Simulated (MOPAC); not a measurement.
MOPAC input (PM7):

```
PM7 FORCE THERMO(298,298) PRECISE LET GEO-OK AUX(PRECISION=9) THREADS=1
C2H9GeN

C    -1.91637951 1   -0.45990257 1   -0.11573677 1
N    -0.77351007 1    0.16497307 1    0.54374955 1
C    -0.91964416 1    1.61179371 1    0.67363903 1
Ge    0.87558576 1   -0.32786501 1   -0.24511870 1
H    -2.09831264 1   -0.12380059 1   -1.14897074 1
H    -1.77977234 1   -1.55635504 1   -0.12068939 1
H    -2.83088928 1   -0.25387500 1    0.47322101 1
H    -0.06133165 1    2.01546227 1    1.24037186 1
H    -1.82750776 1    1.83168949 1    1.26783766 1
H    -1.00005728 1    2.15872438 1   -0.27921564 1
H     0.89870690 1   -1.83849087 1   -0.15181703 1
H     1.92194774 1    0.28829091 1    0.65856940 1
H     1.01571876 1    0.14721332 1   -1.66885815 1
```

Output:

```
 *******************************************************************************
 **                                                                           **
 **                              MOPAC v23.2.5                                **
 **                                                                           **
 *******************************************************************************
 ** MOPAC's Digital Object Identifier: https://doi.org/10.5281/zenodo.6511958 **
 **                                                                           **
 ** Please cite the open-source release paper for use of this MOPAC version:  **
 ** J. E. Moussa and J. J. P. Stewart (2026)                                  **
 ** MOPAC: An open-source semiempirical molecular orbital program             **
 ** J. Open Source Softw., 11(119), 8025, https://doi.org/10.21105/joss.08025 **
 *******************************************************************************

                              PM7 CALCULATION RESULTS

 *******************************************************************************
 *  PM7        - The PM7 Hamiltonian to be used
 *  GEO-OK     - OVERRIDE INTERATOMIC DISTANCE AND OTHER SAFETY CHECKS
 *  LET        - OVERRIDE SOME SAFETY CHECKS
 *  PRECISE    - TIGHTER CRITERIA TO BE USED
 *  FORCE      - FORCE CALCULATION SPECIFIED
 *  AUX        - OUTPUT AUXILIARY INFORMATION
 *  THERMO     - THERMODYNAMIC QUANTITIES TO BE CALCULATED
 *******************************************************************************
PM7 FORCE THERMO(298,298) PRECISE LET GEO-OK AUX(PRECISION=9) THREADS=1
 C2H9GeN

   ATOM   CHEMICAL          X               Y               Z
  NUMBER   SYMBOL      (ANGSTROMS)     (ANGSTROMS)     (ANGSTROMS)

     1       C         -1.91637951  *  -0.45990257  *  -0.11573677  *
     2       N         -0.77351007  *   0.16497307  *   0.54374955  *
     3       C         -0.91964416  *   1.61179371  *   0.67363903  *
     4      Ge          0.87558576  *  -0.32786501  *  -0.24511870  *
     5       H         -2.09831264  *  -0.12380059  *  -1.14897074  *
     6       H         -1.77977234  *  -1.55635504  *  -0.12068939  *
     7       H         -2.83088928  *  -0.25387500  *   0.47322101  *
     8       H         -0.06133165  *   2.01546227  *   1.24037186  *
     9       H         -1.82750776  *   1.83168949  *   1.26783766  *
    10       H         -1.00005728  *   2.15872438  *  -0.27921564  *
    11       H          0.89870690  *  -1.83849087  *  -0.15181703  *
    12       H          1.92194774  *   0.28829091  *   0.65856940  *
    13       H          1.01571876  *   0.14721332  *  -1.66885815  *

          CARTESIAN COORDINATES

    NO.       ATOM           X           Y           Z

     1         C         -1.9164     -0.4599     -0.1157
     2         N         -0.7735      0.1650      0.5437
     3         C         -0.9196      1.6118      0.6736
     4        Ge          0.8756     -0.3279     -0.2451
     5         H         -2.0983     -0.1238     -1.1490
     6         H         -1.7798     -1.5564     -0.1207
     7         H         -2.8309     -0.2539      0.4732
     8         H         -0.0613      2.0155      1.2404
     9         H         -1.8275      1.8317      1.2678
    10         H         -1.0001      2.1587     -0.2792
    11         H          0.8987     -1.8385     -0.1518
    12         H          1.9219      0.2883      0.6586
[...]
 TRANSITION DIPOLE   0.6297         C  3 -- H 10         +29.0% ( 55.7%)     98.8%
 TRAVEL (Ang.)       0.3162         C  3 -- H  9         +19.5% ( 45.7%)     97.0%
 REDUCED MASS        0.2550         C  1 -- H  7         +19.5% ( 45.7%)     97.0%
 EFFECTIVE MASS      1.4364
 FORCE CONSTANT      1.0513

 VIBRATION         30   14A"          ATOM PAIR      ENERGY CONTRIBUTION    RADIAL
 FREQUENCY          2651.43         C  1 -- H  6         +29.2% ( 56.0%)     99.6%
 TRANSITION DIPOLE   0.4236         C  3 -- H  8         +29.2% ( 56.0%)     99.6%
 TRAVEL (Ang.)       0.3386         C  3 -- H 10         +10.7% ( 33.9%)     90.0%
 REDUCED MASS        0.2219         C  1 -- H  5         +10.7% ( 33.9%)     90.0%
 EFFECTIVE MASS      1.4342
 FORCE CONSTANT      0.9190

 VIBRATION         31   17A'          ATOM PAIR      ENERGY CONTRIBUTION    RADIAL
 FREQUENCY          2654.51         C  3 -- H  8         +30.0% ( 56.7%)     99.6%
 TRANSITION DIPOLE   0.5525         C  1 -- H  6         +30.0% ( 56.7%)     99.6%
 TRAVEL (Ang.)       0.3307         C  1 -- H  7         +12.9% ( 37.2%)     91.7%
 REDUCED MASS        0.2323         C  3 -- H  9         +12.9% ( 37.2%)     91.8%
 EFFECTIVE MASS      1.4515
 FORCE CONSTANT      0.9646

 VIBRATION         32   18A'          ATOM PAIR      ENERGY CONTRIBUTION    RADIAL
 FREQUENCY          2751.44         C  3 -- H  8         +19.0% ( 42.0%)     96.5%
 TRANSITION DIPOLE   0.2765         C  1 -- H  6         +19.0% ( 42.0%)     96.5%
 TRAVEL (Ang.)       0.3847         C  3 -- H  9         +16.8% ( 39.5%)     95.4%
 REDUCED MASS        0.1656         C  1 -- H  7         +16.8% ( 39.5%)     95.4%
 EFFECTIVE MASS      1.1259         C  1 -- H  5         +13.8% ( 35.8%)     94.5%
 FORCE CONSTANT      0.7387         C  3 -- H 10         +13.8% ( 35.8%)     94.5%

 VIBRATION         33   15A"          ATOM PAIR      ENERGY CONTRIBUTION    RADIAL
 FREQUENCY          2752.51         C  1 -- H  6         +20.0% ( 43.0%)     96.6%
 TRANSITION DIPOLE   0.3848         C  3 -- H  8         +20.0% ( 43.0%)     96.6%
 TRAVEL (Ang.)       0.3838         C  1 -- H  7         +15.9% ( 38.2%)     95.5%
 REDUCED MASS        0.1664         C  3 -- H  9         +15.9% ( 38.2%)     95.5%
 EFFECTIVE MASS      1.1232         C  3 -- H 10         +13.8% ( 35.7%)     95.0%
 FORCE CONSTANT      0.7426         C  1 -- H  5         +13.8% ( 35.7%)     95.0%

      SYMMETRY NUMBER FOR POINT-GROUP Cs  =  1

          SYSTEM IS A GROUND STATE

 C2H9GeN

          MOLECULE IS NOT LINEAR

          THERE ARE 33 GENUINE VIBRATIONS IN THIS SYSTEM
          THIS THERMODYNAMICS CALCULATION IS LIMITED TO
          MOLECULES WHICH HAVE NO INTERNAL ROTATIONS

                    CALCULATED THERMODYNAMIC PROPERTIES
                                          *
   TEMP. (K)   PARTITION FUNCTION   H.O.F.    ENTHALPY  HEAT CAPACITY ENTROPY
                                   KCAL/MOL   CAL/MOLE    CAL/K/MOL  CAL/K/MOL

 298.00  VIB.     0.4221D+02                  2768.0019    18.7799    16.7259
         ROT.     0.1159D+06                   888.2803     2.9808    26.1533
         INT.     0.4894D+07                  3656.2822    21.7607    42.8792
         TRA.     0.1266D+28                  1480.4672     4.9680    40.2515
         TOT.                       15.920    5136.7494    26.7287    83.1307

   *: NOTE: HEATS OF FORMATION ARE RELATIVE TO THE
            ELEMENTS IN THEIR STANDARD STATE AT 298K
              (=  Standard Enthalpy of Formation).

            Hvib:  Zero-point energy is not included.
                   frequencies of less than zero cm-1 are not included.
            Hrot = (3/2)RT
            Htra = (3/2)RT + pV = (5/2)RT

            Heat capacity is Cp, not Cv

          For more information, see: HTTP://OpenMOPAC.net/Manual/thermochemistry.html

           FORCE CONSTANT IN CARTESIAN COORDINATES (Millidynes/A)

    ATOM   CHEMICAL       X               Y               Z
   NUMBER   SYMBOL  FORCE CONSTANT  FORCE CONSTANT  FORCE CONSTANT

      1       C        7.536477        6.556400        6.052238
      2       N        8.224415        7.278144        2.495322
      3       C        6.826600        7.266279        6.052237
      4      Ge        3.170229        3.023702        2.980751
      5       H        1.463465        1.202098        2.726789
      6       H        1.286700        3.585978        0.576090
      7       H        1.259360        1.337003        2.802652
      8       H        4.041557        0.831120        0.576092
      9       H        0.938953        1.657409        2.802653
     10       H        0.799316        1.866250        2.726786
     11       H        0.567503        2.107167        0.293611
     12       H        2.443713        0.230954        0.293614
     13       H        0.333258        0.473740        2.172211

 **********************
 *                    *
 * JOB ENDED NORMALLY *
 *                    *
 **********************

 == MOPAC DONE ==
```
